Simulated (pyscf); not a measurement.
## cyclic C₂H₆Si (SMILES C1C[SiH2]1), singlet

Gas-phase minimum from PySCF at ωB97X-D3(BJ)/def2-SVP, one conformer. cyclic C₂H₆Si (SMILES C1C[SiH2]1) lies 7.4 kcal/mol over its isomer H₂C=CH–SiH₃, and others may lie lower still (electronic energy, ωB97M-D3(BJ)). 

```
C
H 1 1.0961
H 1 1.0961 2 112.42
C 1 1.5497 2 116.29 3 137.59
H 4 1.0961 1 116.31 2 -135.89
H 4 1.0961 5 112.42 1 -137.57
Si 4 1.8571 5 119.40 6 -147.25
H 7 1.4823 4 119.37 5 147.48
H 7 1.4823 8 114.70 4 151.40
```

Properties at ωB97X-D3(BJ)/def2-SVP:

```
Property                                                                                                                                                                                                                                Result
---------------------------------------------------------------------------------------------------------------------  -----------------------------------------------------------------------------------------------------------------------
Harmonic wavenumbers, unscaled                                                                                         403, 505, 654, 685, 709, 739, 794, 920, 921, 984, 1038, 1039, 1196, 1404, 1430, 2293, 2307, 3146, 3150, 3231, 3241 cm⁻¹
Zero-point energy                                                                                                                                                                                                                44.0 kcal/mol
Rotational symmetry number                                                                                                                                                                                                                   2
Entropy of this conformer at 298 K and 1 atm, rigid rotor and harmonic oscillator, modes under 100 cm⁻¹ raised to 100                                                                                                          265.5 J/(mol K)
Dipole moment                                                                                                                                                                                                                           0.05 D
```

Single-point totals, which compare only within one level (frozen core for MP2 and CC):

```csv
level,total energy (hartree)
ωB97X-D3(BJ)/def2-TZVP,-369.37931
PBE/def2-TZVP,-369.04021
r²SCAN/def2-TZVP,-369.22742
B3LYP-D3(BJ)/def2-TZVP,-369.34279
PBE0-D3(BJ)/def2-TZVP,-369.08855
M06-2X/def2-TZVP,-369.24082
ωB97M-D3(BJ)/def2-TZVP,-369.36761
HF/def2-TZVPP,-368.14933
MP2/def2-TZVPP,-368.62087
CCSD/def2-TZVPP,-368.65887
CCSD(T)/def2-TZVPP,-368.67999
```

The CCSD(T) − MP2 part came from Ansatz, without density fitting, on the same reference.
